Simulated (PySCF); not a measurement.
CH4ClNOSi2, SMILES Cl[Si@H]1OC=N[SiH2]1. Atoms are numbered in the order given.

```xyz
10

Cl     1.9056    -0.8047    -1.0618
Si     0.7579    -0.1199     0.5307
O      0.2426     1.5029     0.1549
C     -1.0939     1.6605    -0.0988
N     -2.0154     0.7762    -0.0066
Si    -1.4812    -0.8355     0.5233
H      1.6497     0.0071     1.7244
H     -1.3065     2.7067    -0.4056
H     -1.8150    -1.8939    -0.4845
H     -2.0679    -1.1829     1.8610
```
Charge 0, spin multiplicity 1.

Coordinates come from a PBE-D3(BJ)/def2-SVP optimisation. The structure was generated by enumeration; whether it is a known compound was not checked.

Computed with PBE/pcSseg-1 (PySCF).

GIAO shieldings, no solvent; atoms alike by connectivity are averaged. δ = σ(ref) − σ: ³⁵Cl against HCl (σ = 936.5 ppm); ²⁹Si against TMS (σ = 335.4 ppm); ¹⁷O against H2O (σ = 334.3 ppm); ¹³C against TMS (σ = 182.0 ppm); ¹⁵N against NH3 (σ = 267.0 ppm); ¹H against TMS (σ = 31.49 ppm), references at their B3LYP-D3(BJ)/def2-TZVP geometries, non-relativistic (without spin–orbit terms, shifts of atoms bonded to Cl or Br come out too high).

```csv
nucleus,atoms,count,δ (ppm)
³⁵Cl,Cl1,1,58.7
²⁹Si,Si2,1,19.4
²⁹Si,Si6,1,-44.6
¹⁷O,O3,1,272.4
¹³C,C4,1,168.9
¹⁵N,N5,1,253.8
¹H,H8,1,7.93
¹H,H7,1,6.31
¹H,"H9, H10",2,5.30
```
